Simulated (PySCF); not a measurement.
**Fine-structure interval of Hg⁶⁷⁺ by level of theory**

Hg⁶⁷⁺ [Ne] 3s2 3p1 [3p1/2^1, M_J = 1/2] → Hg⁶⁷⁺ [Ne] 3s2 3p1 [3p3/2^1, M_J = 3/2], as a difference of total energies. All numbers are calculated (PySCF 2.14, the two-component X2C-1e Hamiltonian, in an uncontracted even-tempered set (17 s from 23 bohr⁻², ratio 2.4; 14 p from 30 bohr⁻², ratio 2.4; 4 d from 99 bohr⁻², ratio 2.6; 4 f from 150 bohr⁻², ratio 2.6)). Correlated levels: 1s2 frozen; the 46 highest virtual spinors dropped. "Screened" scales the spin-orbit matrix elements by Boettger's factors to mimic the two-electron term; Breit and QED terms are absent.

```tsv
method	fine-structure interval (cm⁻¹)
GHF (screened spin-orbit)	4322200
GMP2 (screened spin-orbit)	4314600
GHF (bare spin-orbit)	4448000
```
